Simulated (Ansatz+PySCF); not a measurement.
**singlet BeH₂: levels of theory in one basis**

```xyz
3

H     0.0000    0.0000   -1.9417
Be    0.0000    0.0000    0.0000
H     0.0000    0.0000    1.9417
```

Basis set: 6-31G (spherical functions). All electrons are correlated. Charge 0, multiplicity 1.

Computed with Ansatz (development build ahead of 0.2.0); each method stands on the lowest determinant of its kind that the runs found.

| method | E − E(RHF) (eV) | <S²> of the determinant |
| --- | --- | --- |
| RHF | 0.00 | 0.00 |
| RHF-CCSD | -1.66 | – |
| RHF-CCSD(T) | -1.69 | – |
| full CI (lowest root of this spin) | -1.71 | – |

**Question.** What does RHF-MP2 give on the same scale?

**Answer.** -1.03 eV.

At such a shape the full CI root can have another spatial symmetry than the determinants, so the rows needn't describe one state.

**Question.** Is a single determinant a sound starting point here?

**Answer.** Only with care. Unrestricted orbitals gain 0.00 eV and <S²> is 0.00 against 0.00 for a pure state, but bonds are stretched.

Caution for RHF-MP2, RHF-CCSD, RHF-CCSD(T): bonds are stretched, where a single reference can fail.
